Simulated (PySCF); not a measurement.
## KF⁻: from constants to spectrum

UHF constants of KF⁻, ²Σ⁺ (doublet), unpaired electrons σ ↑ (basis K aug-pcseg-1, F aug-pcseg-1; no relativity; PySCF 2.14; masses 38.9637 and 18.9984 u):

* ωe: 364.0 cm⁻¹
* ωexe: 2.72 cm⁻¹
* Be: 0.25107 cm⁻¹
* αe: 0.00254 cm⁻¹

What force constant and bond length do these constants imply?

Reduced mass μred = 12.771 u; k = 5.8918×10⁻⁷·μred·ωe² (u, cm⁻¹, mdyn/Å) = 0.997 mdyn/Å; Re = √(16.8576/(μred·Be)) (u, cm⁻¹, Å) = 2.293 Å.

Estimate the centrifugal constant D from the Kratzer relation and find the Dunham coefficient a1.

D = 4Be³/ωe² = 4.78e-07 cm⁻¹; a1 = −1 − αeωe/(6Be²) = -3.44.

Hartree–Fock leaves out correlation, which carries a large part of most bond energies and some tenths to 1 eV of ionisation energies. The state is the lowest determinant that a PBE0 search found; another state may lie lower at other levels.
